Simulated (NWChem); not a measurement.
# BHF₂; SMILES FBF

```xyz
4

B      0.0000     0.0000    -0.4577
H      0.0000     0.0000    -1.6471
F     -1.1335     0.0000     0.2189
F      1.1335     0.0000     0.2189
```
Atoms are numbered in this order, from 1.

All runs: NWChem. Pople sets run with spherical d functions. Geometry: optimised at B3LYP/6-31G* (spherical d).

```json
[
 {"atom": "B1", "ESP charge (e)": "0.860", "Mulliken charge (e)": "0.82"},
 {"atom": "H2", "ESP charge (e)": "-0.186", "Mulliken charge (e)": "-0.08"},
 {"atom": "F3", "ESP charge (e)": "-0.337", "Mulliken charge (e)": "-0.37"},
 {"atom": "F4", "ESP charge (e)": "-0.338", "Mulliken charge (e)": "-0.37"}
]
```

### Question
Find the dipole moment that each set of point charges gives, and compare with the Hartree-Fock/6-31G* density's own.

### Answer

1. μ = Σ q r × 4.8032 D/(e Å). ESP charges give (-0.01, 0.00, -1.13) D, of length 1.13 D.
2. Mulliken charges give (0.00, 0.00, -1.95) D, of length 1.9 D.
3. The density's dipole is 1.03 D: the ESP set is off by 0.10 D in length and the Mulliken set by 0.9 D. ESP charges are fitted to the potential outside the molecule; Mulliken charges are a partition of the basis functions.
